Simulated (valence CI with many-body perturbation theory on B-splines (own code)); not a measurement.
# E1 transitions of Se²⁹⁺

Computed by configuration interaction combined with many-body perturbation theory (CI+MBPT): three valence electrons over a frozen Dirac-Fock core [He], a basis of 11 s, 11 p, 10 d, 8 f, 5 g, 2 h functions for each j, with the one-electron correlation potential Σ1, the two-electron term Σ2, the three-electron term Σ3, Breit, model QED; selected CI, second order for the rest, scaled by the run's own slope (own B-spline code, finite nucleus).

The last digits are not significant, and no measured levels were compared; by estimate large intervals hold to a few tenths of a per cent, small ones and those within an open d or f shell to about a per cent.

Lines 151 to 200 of 593 in falling wavelength, among levels below 2703.3 eV, chosen from the strongest by gf and those to the six lowest levels. Wavelengths and rates use the calculated energies. Electric multipoles are in the length gauge, E1 and E2 with the static RPA response of the core. Weak lines are less certain than strong ones. Lines between different terms over intervals too small for the method are left out, as are lines whose strength nearly cancels. Where a level lies close to another of its J and parity, the split of strength between their lines is uncertain. The highest levels of a list are the least certain.

Levels are named by their leading jj configuration (3d3/2^4 stands for four electrons in 3d with j = 3/2), which in mixed levels can hold well under half, so a name can repeat and another be missing. Letters in brackets count levels of one name in rising energy.

```
λ vac (Å)                       Upper                          Lower   A (s⁻¹)  log gf  Branch %
    82.12      (2p1/2 2p3/2 3s) J=5/2            (2s 2p1/2 3s) J=3/2  1.83e+10   -0.95       0.2
    82.10  (2s 2p3/2 3p3/2) J=5/2 [b]             (2s^2 3p3/2) J=3/2  3.77e+10   -0.64       0.7
    82.09  (2s 2p3/2 4f5/2) J=7/2 [b]             (2s^2 4f5/2) J=5/2  2.91e+10   -0.63       0.3
    82.04  (2s 2p3/2 4d3/2) J=3/2 [b]             (2s^2 4d3/2) J=3/2  4.46e+10   -0.74       0.2
    81.93  (2s 2p3/2 4d3/2) J=5/2 [b]             (2s^2 4d3/2) J=3/2  3.47e+10   -0.68       0.1
    81.84  (2s 2p3/2 4d5/2) J=5/2 [b]             (2s^2 4d5/2) J=5/2  4.59e+10   -0.56       0.1
    81.69  (2s 2p3/2 4p1/2) J=3/2 [b]             (2s^2 4p1/2) J=1/2  4.37e+10   -0.76       0.7
    81.68  (2s 2p3/2 3d3/2) J=5/2 [b]             (2s^2 3d3/2) J=3/2  3.09e+10   -0.73       0.0
    81.60  (2s 2p3/2 4f7/2) J=5/2 [b]             (2s^2 4f7/2) J=7/2  4.56e+10   -0.56       0.4
    81.58  (2s 2p3/2 4p3/2) J=3/2 [b]             (2s^2 4p3/2) J=3/2  4.69e+10   -0.73       0.7
    81.57  (2s 2p3/2 4f5/2) J=3/2 [b]             (2s^2 4f5/2) J=5/2  4.74e+10   -0.72       0.4
    81.49     (2s 2p3/2 4s) J=3/2 [b]                (2s^2 4s) J=1/2  4.63e+10   -0.73       1.1
    81.13  (2s 2p3/2 4d5/2) J=3/2 [b]             (2s^2 4d5/2) J=5/2  5.05e+10   -0.70       0.2
    80.95  (2s 2p3/2 3d3/2) J=3/2 [b]             (2s^2 3d3/2) J=3/2  4.59e+10   -0.74       0.1
    80.53  (2s 2p3/2 3d5/2) J=5/2 [b]             (2s^2 3d5/2) J=5/2  4.77e+10   -0.56       0.1
    80.28  (2s 2p3/2 3p3/2) J=3/2 [b]             (2s^2 3p3/2) J=3/2  4.49e+10   -0.76       0.5
    80.05  (2s 2p3/2 3p1/2) J=3/2 [b]             (2s^2 3p1/2) J=1/2  4.18e+10   -0.79       0.6
    79.67  (2s 2p1/2 2p3/2) J=3/2 [b]             (2s^2 2p1/2) J=1/2  3.53e+10   -0.87      98.9
    79.62       (2p3/2^2 3p3/2) J=7/2         (2s 2p3/2 3p3/2) J=7/2  1.99e+10   -0.82       0.1
    79.49     (2s 2p3/2 3s) J=3/2 [b]                (2s^2 3s) J=1/2  4.20e+10   -0.80       0.5
    79.37       (2p3/2^2 3d5/2) J=9/2         (2s 2p3/2 3d5/2) J=9/2  1.74e+10   -0.78      19.5
    78.62  (2s 2p3/2 3d5/2) J=3/2 [b]             (2s^2 3d5/2) J=5/2  5.46e+10   -0.69       0.1
    75.56       (2p1/2 2p3/2^2) J=3/2         (2s 2p1/2 2p3/2) J=5/2  4.63e+09   -1.80       6.8
    74.93       (2p1/2 2p3/2^2) J=1/2     (2s 2p1/2 2p3/2) J=3/2 [b]  6.78e+10   -0.94      68.4
    74.61      (2s 2p1/2 2p3/2) J=1/2             (2s^2 2p1/2) J=1/2  8.00e+10   -0.87      98.1
    73.16          (2s 2p3/2^2) J=1/2             (2s^2 2p3/2) J=3/2  6.78e+10   -0.96      98.7
    72.55          (2s 2p3/2^2) J=3/2             (2s^2 2p3/2) J=3/2  9.65e+10   -0.52      92.4
    72.11       (2p1/2^2 2p3/2) J=3/2             (2s 2p1/2^2) J=1/2  2.61e+10   -1.09      36.9
    70.91       (2p1/2 2p3/2^2) J=5/2         (2s 2p1/2 2p3/2) J=5/2  1.69e+10   -1.12      31.5
    69.13       (2p1/2 2p3/2^2) J=3/2     (2s 2p1/2 2p3/2) J=3/2 [a]  2.48e+10   -1.15      36.6
    62.02             (2p3/2^3) J=3/2     (2s 2p1/2 2p3/2) J=3/2 [b]  7.35e+09   -1.77       7.0
    22.31       (2p1/2^2 4f7/2) J=7/2  (2p1/2 2p3/2 3d5/2) J=5/2 [b]  2.46e+11   -0.83       2.2
    22.18      (2s 2p1/2 4f7/2) J=9/2     (2s 2p3/2 3d5/2) J=7/2 [a]  1.85e+11   -0.86       1.6
    21.51      (2s 2p1/2 4f7/2) J=9/2         (2s 2p3/2 3d3/2) J=7/2  2.00e+11   -0.86       1.7
    21.35  (2s 2p3/2 4f7/2) J=9/2 [b]      (2p1/2 2p3/2 3p3/2) J=7/2  2.08e+11   -0.85       1.8
    20.88  (2s 2p3/2 4f5/2) J=7/2 [b]      (2p1/2 2p3/2 3p1/2) J=5/2  3.07e+11   -0.79       2.7
    20.86  (2s 2p1/2 4f7/2) J=7/2 [a]     (2s 2p1/2 3d5/2) J=5/2 [b]  8.05e+11   -0.38       7.0
    20.81  (2s 2p3/2 4p3/2) J=5/2 [b]     (2s 2p3/2 3d5/2) J=7/2 [b]  3.16e+11   -0.91       4.2
    20.80  (2s 2p1/2 4f5/2) J=5/2 [a]         (2s 2p1/2 3d5/2) J=3/2  7.61e+11   -0.53       6.5
    20.80      (2s 2p1/2 4p3/2) J=5/2         (2s 2p1/2 3d5/2) J=7/2  2.94e+11   -0.94       9.1
    20.77      (2s 2p3/2 4f7/2) J=3/2         (2s 2p3/2 3d5/2) J=1/2  4.76e+12    0.09      41.8
    20.73         (2s 2p3/2 4s) J=5/2     (2s 2p3/2 3p3/2) J=5/2 [a]  3.17e+11   -0.91       8.0
    20.72      (2s 2p3/2 4f7/2) J=3/2          (2p1/2^2 3p1/2) J=1/2  2.27e+12   -0.23      20.0
    20.68  (2s 2p3/2 4f7/2) J=7/2 [a]     (2s 2p3/2 3d5/2) J=7/2 [a]  1.47e+12   -0.12      12.8
    20.67      (2s 2p3/2 4f5/2) J=9/2     (2s 2p3/2 3d5/2) J=7/2 [a]  1.06e+13    0.83      95.4
    20.65      (2s 2p3/2 4p3/2) J=7/2         (2s 2p3/2 3d5/2) J=9/2  2.75e+11   -0.85       9.9
    20.64      (2s 2p1/2 4f7/2) J=5/2        (2s 2p3/2 3s) J=3/2 [b]  1.43e+12   -0.26      12.5
    20.61     (2s 2p3/2 4s) J=3/2 [a]     (2s 2p3/2 3p3/2) J=5/2 [a]  7.00e+11   -0.75      12.0
    20.59          (2p1/2^2 4s) J=1/2          (2p1/2^2 3p3/2) J=3/2  1.07e+12   -0.86      22.9
    20.59      (2s 2p1/2 4f5/2) J=7/2     (2s 2p1/2 3d5/2) J=5/2 [b]  1.30e+12   -0.18      11.2
```
